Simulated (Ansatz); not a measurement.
Computed with Ansatz on PBE0-D4/def2-TZVP structures; ΔE is electronic, products minus reactants. CCSD(T)/CBS adds triple-zeta CCSD(T) − MP2 to the extrapolated MP2 energy (def2 sets, frozen cores). This one scheme is used for every species. DFT in def2-TZVPP. HSE06 is defined as in plane-wave codes. For Ge outer-core shells are correlated without core-valence functions, which leaves a few kJ/mol of doubt a bond. Scalar relativity is left out up to krypton. One conformer a species, not always the lowest.

Consider the hydrogenolysis of a Ge–Si bond: `[OH][GeH]([F])[SiH3]` + H₂ → `[OH][GeH2][F]` + SiH₄.

```
    level  ΔE (kJ/mol)
revPBE-D4          6.6
  ωB97X-V         -9.5
    HSE06         -6.4
    BHLYP        -21.2
```

Problem. What does CCSD(T)/CBS give? (Estimate.)

Solution. Ansatz gave: -6.2 kJ/mol. The listed levels differ from it by 12.8, -3.3, -0.2, -15.0 kJ/mol.

Problem. What do rigid-rotor, harmonic-oscillator terms from PBE0-D4/def2-TZVP frequencies (298.15 K, 1 bar) make of the CCSD(T)/CBS value? (Estimate.)

Solution. The calculation gave: ΔZPE = +10.7 kJ/mol, ΔH = -1.0 kJ/mol, ΔS = 9 J/(mol·K), ΔG = -3.6 kJ/mol.

Largest T1 diagnostic among the species: 0.013.

The D4 term adds +8.6 kJ/mol with B3LYP and +4.8 kJ/mol with PBE0; it sums over pairs of atoms, weighted by their polarisabilities, and B3LYP, whose exchange is more repulsive, gets the larger term. At CCSD(T), def2-SVP lies −19.1 kJ/mol from the extrapolated value and def2-TZVPP −5.2 kJ/mol. Leaving LDA and LC-ωPBE aside and taking each functional with its dispersion term where it has one, the values, not all of them listed here, spread over 19.6 kJ/mol, from B2PLYP to revPBE-D4.

B3LYP here is the variant with VWN-RPA as its local correlation; programs differ in this.
